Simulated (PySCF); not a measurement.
Species: C2H13FOSi4.
Geometry (GFN2-xTB, Å), atoms numbered from 1 in this order:
```
atom  x, y, z in Å
F1    -1.685   -2.554    0.749
C2    -0.583   -1.965    0.150
Si3   -0.896   -0.059   -0.049
Si4   -0.879    0.855    2.104
Si5   -2.662    0.160   -1.566
C6     0.752    0.515   -0.862
O7     1.719    0.355    0.157
Si8    3.333    0.476    0.049
H9    -0.441   -2.489   -0.801
H10    0.272   -2.187    0.794
H11   -0.194    2.152    2.145
H12   -2.258    1.096    2.550
H13   -0.249   -0.002    3.113
H14   -3.903   -0.356   -0.991
H15   -2.468   -0.542   -2.843
H16   -2.906    1.566   -1.913
H17    1.040   -0.068   -1.742
H18    0.724    1.565   -1.171
H19    3.860   -0.506   -0.905
H20    3.740    1.810   -0.403
H21    3.674    0.196    1.434
```

Hirshfeld charges (e) from the PBE0/pcSseg-1 density (PySCF), one withheld:

```tsv
atom	bonded to	charge
F1	C2	-0.1326
C2	F1 Si3 H9 H10	-0.0686
Si3	C2 Si4 Si5 C6	+0.2099
Si4	Si3 H11 H12 H13	?
Si5	Si3 H14 H15 H16	+0.2109
C6	Si3 O7 H17 H18	-0.0815
O7	C6 Si8	-0.2157
Si8	O7 H19 H20 H21	+0.3841
H9	C2	+0.0391
H10	C2	+0.0405
H11	Si4	-0.0730
H12	Si4	-0.0799
H13	Si4	-0.0647
H14	Si5	-0.0706
H15	Si5	-0.0702
H16	Si5	-0.0776
H17	C6	+0.0378
H18	C6	+0.0359
H19	Si8	-0.0838
H20	Si8	-0.0826
H21	Si8	-0.0735
```

Problem. What is the charge on Si4?

Solution. The charges add up to the total charge, 0. The others sum to -0.2161, which leaves +0.2161 e for Si4 (SiH3 silicon); the computed value is +0.2157, the difference coming from rounding and the integration grid.

Problem. Add each hydrogen's charge to the atom that carries it.

Solution. C2 +0.0110, Si4 -0.0019, Si5 -0.0075, C6 -0.0078, Si8 +0.1442. Atoms without hydrogen keep their charges.

Problem. Across which bond do the charges differ most?

Solution. Si8–O7: +0.3841 on Si8 against -0.2157 on O7, a difference of 0.5998 e. The lower charge is on the more electronegative element of the two (Pauling values: O 3.44, Si 1.90).

Problem. Take the bonds between elements whose Pauling electronegativities differ by more than 0.25. In how many does the more electronegative atom carry the lower charge?

Solution. In 18 of 18.

Problem. How much positive and how much negative charge does this set hold in all?

Solution. +1.1739 e on 8 atoms and -1.1743 e on 13.

The Hirshfeld scheme divides the density at each point in proportion to the densities of the neutral, spherically averaged free atoms. Geometry: GFN2-xTB, one conformer, isolated molecule.

The run behind these numbers computed NMR shieldings as well. The run took 1.7 min of wall time (grids of density and orbitals included) on one thread, Arm Neoverse N1 (aarch64), shared host with 64 logical CPUs at a one-minute load of 53, and the process peaked at 1.0 GiB of memory.
